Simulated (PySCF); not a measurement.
## Dipole moment and polarisability of `C=C(C#CC(=O)O)C(Cl)(Cl)CCl`

Compound: C7H5Cl3O2.
SMILES with atom numbers: `[CH2:1]=[C:2]([C:3]#[C:4][C:5](=[O:6])[OH:7])[C:8]([Cl:9])([Cl:10])[CH2:11][Cl:12]` (hydrogens: H13, H14 on C1; H15 on O7; H16, H17 on C11)

Cartesian coordinates in Å at the PBE0-D3(BJ)/def2-SVP level; atoms count from 1:
```
atom  x, y, z in Å
C1    -0.8749   -1.5171    1.7266
C2    -0.6682   -0.8122    0.6048
C3     0.6316   -0.3437    0.2529
C4     1.7176    0.0948   -0.0706
C5     2.9494    0.6936   -0.5362
O6     3.0031    1.4753   -1.4495
O7     4.0110    0.2869    0.1634
C8    -1.7591   -0.4368   -0.3878
Cl9   -3.3755   -0.9020    0.1872
Cl10  -1.4232   -1.3074   -1.9298
C11   -1.7548    1.0455   -0.7455
Cl12  -2.0009    2.0598    0.6875
H13   -0.0371   -1.7581    2.3831
H14   -1.8760   -1.8539    1.9990
H15    4.7800    0.7387   -0.2189
H16   -0.7833    1.3035   -1.1880
H17   -2.5560    1.2447   -1.4678
```

Level: B3LYP/def2-SVPD (PySCF), static field, nuclei fixed, core orbitals frozen in the response. The polarisability tensor in these axes (au):

```
x   166.77  19.48 -15.94
y    19.48 120.69  -9.89
z   -15.94  -9.89 127.71
```

Task: What are the eigenvalues, a third of the trace, and Δα (Δα² = ½Σ(αi − αj)² over the three pairs)?

Result: Principal values 112.13, 122.71 and 180.34 au; mean 138.39 au = 20.51 Å³ = 22.82 × 10⁻⁴⁰ C²·m²/J; Δα = 63.59 au (46 % of the mean).

Task: What is the dipole moment, and where does it point?

Result: (0.73, -1.26, 1.41) D, 2.03 D in size, pointing from the negative to the positive side. Measured along this direction, the outermost atoms are H17 at the negative end and H13 at the positive end.

Task: Along which axes do the principal values lie, and how far do the nuclei extend along each?

Result: Largest value along (0.88, 0.34, -0.33), where the nuclei span 7.87 Å; middle along (0.42, -0.23, 0.88), 5.14 Å; least along (-0.22, 0.91, 0.35), 4.11 Å. The response follows the extents in order.

Task: Form Σ f/ω² (atomic units) for the 10 lowest TDDFT singlets, given as eV and f, and set it beside the mean polarisability, which is this sum over all singlets: 4.30, 0.0018; 4.89, 0.3000; 5.09, 0.0019; 5.29, 0.0034; 5.35, 0.0011; 5.41, 0.0022; 5.73, 0.0126; 5.82, 0.0105; 5.92, 0.0032; 6.00, 0.0071.

Result: They add up to 10.32 au, 7.5 % of the 138.39 au; the largest single term is 9.29 au, from the state at 4.89 eV. Terms in order: 0.07, 9.29, 0.05, 0.09, 0.03, 0.06, 0.28, 0.23, 0.07, 0.15 au. Higher excitations give the rest. The strengths listed sum to 0.344.

Task: What depolarisation ratio follows for Rayleigh scattering of linearly polarised light, taking the static tensor?

Result: ρ = 3Δα²/(45ᾱ² + 4Δα²) = 12129.4/(861852 + 16172.5) = 0.0138.

Task: In a dilute gas of rigid molecules at 298 K, how does the orientational term μ²/3kT compare with the electronic polarisability?

Result: In Gaussian units μ²/3kT = 33.27 Å³ against 20.51 Å³, a ratio of 1.62; the Debye molar polarisation (4π/3)N_A(α + μ²/3kT) is 135.7 cm³/mol, leaving out the vibrational part.

One conformer (not necessarily the lowest) at the PBE0-D3(BJ)/def2-SVP geometry, without solvent, vibrations or thermal averaging.

The run behind these numbers computed excited states as well. Time: 57 s wall, 2.2 min CPU (grids of density and orbitals included); peak memory 1.8 GiB. Hardware: AMD EPYC 7R13, 2 threads, shared host with 128 logical CPUs at a one-minute load of 50.
